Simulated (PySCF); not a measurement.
Si(F)(OH)2(OSiH3) (FH5O3Si2), SMILES O[Si](O)(F)O[SiH3].

Coordinates come from a ωB97X-D3(BJ)/def2-SVP optimisation. The values are those of a single conformer.

The numbers are results of HF/def2-TZVP (PySCF), not measurements.

Isolated molecule, no solvent.

| Item | Value |
|---|---|
| total energy | -905.27222 hartree |
| highest occupied level | -12.68 eV |
| lowest empty level | 2.89 eV |
| orbital gap | 15.57 eV |
| dipole moment | 1.28 D |
| quadrupole, principal values (traceless, Buckingham form, about the centre of nuclear charge) | -9.55, 4.63, 4.92 D·Å |
| mean static polarisability | 49.2 bohr³ (7.29 Å³) |
| polarisability, principal values | 46.0, 48.5, 53.1 bohr³ |
